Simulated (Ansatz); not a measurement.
Frontier orbitals of CH7GaInN (`C[NH][GaH][InH2]`).

```
atom   x (Å)   y (Å)   z (Å)
  C1   0.546   0.264   1.653
  N2   1.291  -0.038   0.458
 Ga3   0.668  -0.302  -1.235
 In4  -1.911  -0.125  -1.623
  H5   0.829   1.228   2.095
  H6   0.662  -0.503   2.428
  H7  -0.522   0.323   1.421
  H8   2.285  -0.104   0.622
  H9   1.813  -0.613  -2.272
 H10  -2.692   1.365  -2.048
 H11  -2.969  -1.495  -1.499
```

Total charge 0; spin multiplicity 1. Correlated methods include outer-core shells of Ga, In, which these sets cover unevenly. Scalar relativity is left out up to krypton. In: def2 effective core potential. The geometry is a stationary point of PBE0-D4/def2-TZVP. It is one conformer, not always the lowest. Basis def2-TZVPP, the Gaussian-basis code of Ansatz.

Orbital energies of one run (eV). Highest occupied ones, from the top: -5.44, -5.69, -6.66, -7.51, -9.17, -10.01, -10.27, -10.94, -11.87, -16.01, -18.18, -18.33, -18.38, -18.40. Empty: -2.68, -1.67, -0.68, 0.30, 0.83, 1.02.

Problem. Which functional gave them?
A. r2SCANh
B. BLYP
C. r2SCAN0
D. ωB97M-V

Solution. B. HOMO energies: BLYP -5.44, r2SCANh -6.22, ωB97M-V -8.83, r2SCAN0 -6.93 eV.
